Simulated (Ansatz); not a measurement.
Ansatz (an electronic-structure program) input (B2PLYP/def2-TZVPD):

Ansatz 0.2 input:
```yaml
crystal:
  periodic: [false, false, false]
  atoms:
    - {symbol: F, position_ang: [-1.96370740, -1.24484609, 0.12168924]}
    - {symbol: C, position_ang: [-0.84251715, -0.54383728, 0.05207836]}
    - {symbol: C, position_ang: [-0.73211412, 0.80276149, 0.06249174]}
    - {symbol: S, position_ang: [0.89563320, 1.30758084, -0.04550211]}
    - {symbol: C, position_ang: [1.33972819, -0.36474339, -0.09943092]}
    - {symbol: N, position_ang: [0.34015321, -1.20137769, -0.04023161]}
    - {symbol: H, position_ang: [2.37158155, -0.67311986, -0.17638328]}
basis:
  gaussian:
    orbitals: def2-TZVPD
hamiltonian:
  xc: {name: B2PLYP}
magnetization: {spin_polarized: true, initial_magnetization: 1}
correlation: {electrons: outside_noble_gas}
```

End of the output:

```
integrals: 0.51 GiB planned
1560 factors; integrals over basis functions are off by at most 1.1e-3 eV
0.41 GiB of the device are held for the grids
1.44 GiB of device memory are held for the factors and their scratch space
mean field: 2.19 GiB planned
mean field evaluation 1: about -18143.9537 eV, gradient 3.7e1 eV
mean field evaluation 2: about -18144.1308 eV, gradient 3.6e1 eV
mean field evaluation 4: about -18150.1575 eV, gradient 7.2e0 eV
mean field evaluation 8: about -18150.4725 eV, gradient 1.0e0 eV
mean field evaluation 16: about -18150.5058 eV, gradient 1.1e-2 eV
mean field evaluation 32: about -18150.5058 eV, gradient 9.9e-6 eV
mean field -18151.37943864 eV, -667.0508909231 hartree, gradient 2.5e-6 eV, S^2 0.782780; 4 other end points of the search recorded, 0 dependent functions left out
10 core orbitals not correlated
reference -18151.37960680 eV, -667.0508971029 hartree; 16, 15 occupied and 217, 218 virtual orbitals, 1560 factors
second order -34.88763505 eV of doubles, -0.00000000 eV of singles
Total energy: -18160.79926827 eV, -667.3970632769 hartree
```

It need not be the lowest isomer of its formula.
